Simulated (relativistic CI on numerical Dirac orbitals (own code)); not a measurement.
Spin-allowed bands of a d2 ion in an octahedral site, by hand

Problem. Take Δ = 26900 cm⁻¹ and B = 520 cm⁻¹ for a d2 ion in an octahedral site. Calculate the three spin-allowed bands.

Working.
1. The terms of highest spin are 3F (energy 0) and 3P (15B = 7800 cm⁻¹). Here the F term splits into A2 at +1.2Δ = 32280, T2 at +0.2Δ = 5380 and T1 at −0.6Δ = -16140 cm⁻¹.
2. The two T1 states mix through the element 0.4Δ: H = [[-16140, 10760], [10760, 7800]], with roots ½(H₁₁ + H₂₂) ∓ ½√[(H₂₂ − H₁₁)² + 4H₁₂²] = ½(-8340) ∓ ½(32191) = -20265 and 11925 cm⁻¹.
3. The ground term is 3T1 at -20265 cm⁻¹.
4. Bands: 3T2 25645 cm⁻¹ (390 nm), 3T1(P) 32191 cm⁻¹ (311 nm), 3A2 52545 cm⁻¹ (190 nm).

Check. Exact diagonalisation of the whole d2 shell with these parameters gives 3T2 25645, 3T1 32191, 3A2 52545 cm⁻¹. The match is exact, since without spin-orbit coupling no other term has this spin. The ratio of the second band to the first, 1.255, depends on Δ/B = 51.7 alone, which is how a Tanabe-Sugano diagram is read.
